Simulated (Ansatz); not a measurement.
Reaction (ligand exchange at a B–N bond): `CB(Cl)N=C=O` + CH₃NH₂ → `CNB(C)Cl` + `N=C=O`

Program: Ansatz. Geometries: PBE0-D4/def2-TZVP. ΔE: electronic, gas phase. CCSD(T)/CBS adds triple-zeta CCSD(T) − MP2 to the extrapolated MP2 energy (def2 sets, frozen cores). This one scheme is used for every species. DFT in def2-TZVPP. One conformer a species, not always the lowest.

CCSD(T)/CBS gives -8.4 kcal/mol.

Task: Another level gave -7.6 kcal/mol. Which?
A. HF/def2-TZVPP
B. revPBE/def2-TZVPP
C. BLYP-D4/def2-TZVPP
D. LDA (SPW92)/def2-TZVPP

Result: C. BLYP-D4 -7.6, revPBE -6.5, HF/def2-TZVPP -4.7, LDA (SPW92) -10.3 kcal/mol.

Task: What do rigid-rotor, harmonic-oscillator terms from PBE0-D4/def2-TZVP frequencies (298.15 K, 1 bar) make of the CCSD(T)/CBS value? (An estimate is asked.)

Result: The calculation gave: ΔZPE = -0.3 kcal/mol, ΔH = -8.9 kcal/mol, ΔS = -25 J/(mol·K), ΔG = -7.2 kcal/mol. Modes under 50 cm⁻¹ make the entropy rough.

Largest T1 diagnostic among the species: 0.018.

In def2-TZVPP, CCSD(T) changes the Hartree–Fock value by −3.5 kcal/mol (the triples alone add −0.3 kcal/mol) and MP2 by −3.2 kcal/mol. The D4 term adds −0.8 kcal/mol with B3LYP and −0.4 kcal/mol with PBE0; it sums over pairs of atoms, weighted by their polarisabilities, and B3LYP, whose exchange is more repulsive, gets the larger term.

B3LYP here is the variant with VWN-RPA as its local correlation; programs differ in this.
